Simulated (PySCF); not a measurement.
Isomers of C6H8N2O, one GFN2-xTB conformer each. Single-point energies are computed at PBE0/pcSseg-1 (PySCF, gas phase, no added dispersion term), electronic only.

Question: Rank them by PBE0/pcSseg-1 energy, lowest first (kcal/mol).
A. `[CH3:1][CH2:2][O:3][c:4]1[cH:5][n:6][cH:7][cH:8][n:9]1` with C1–C2–O3–C4 180°, C2–O3–C4–C5 180°
B. `[CH3:1][O:2][CH2:3][c:4]1[cH:5][cH:6][n:7][n:8][cH:9]1` with C1–O2–C3–C4 -71°, O2–C3–C4–C5 149°

Answer: A (0.0), B (33.6).

As drawn, the higher has an N–N linkage, which the lower lacks. GFN2-xTB itself gives, in the same order: 0.0, 28.5. Both levels put the same isomer lowest.

Question: Which frontier levels, dipoles and rotational constants go with these structures?

Answer: 
```csv
SMILES,"HOMO (eV, PBE0/pcSseg-1)",LUMO (eV),dipole (D),"A, B, C (MHz)"
CCOc1cnccn1,-7.10,-1.23,1.90,"5225, 973.4, 829.0"
COCc1ccnnc1,-6.61,-1.42,4.56,"3875, 1080, 955.7"
```
